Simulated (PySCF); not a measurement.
PbS at PBE0

Computed with PBE0; PySCF, scalar-relativistic core potentials, basis sets Pb cc-pVTZ-PP with ECP60, S cc-pV(T+d)Z.

| Item | Value |
| --- | --- |
| state | ¹Σ⁺ (singlet), closed shell |
| bond length | 2.288 Å |
| harmonic wavenumber | 454 cm⁻¹ |
| force constant | 3.37 mdyn/Å |
| rotational constant Be | 0.1162 cm⁻¹ |
| anharmonicity ωexe | 0.991 cm⁻¹ |
| vibration–rotation constant αe | 0.000364 cm⁻¹ |
| well depth De to Pb + S | 4.58 eV |
| dissociation energy D0 | 4.55 eV |
| HOMO–LUMO gap | 4.58 eV |
| bond order (Mayer) | 2.29 |
| dipole moment (positive dipole means Pb(−)S(+)) | -4.09 D |

Spin–orbit coupling is left out, which matters for elements this heavy, above all for dissociation energies.
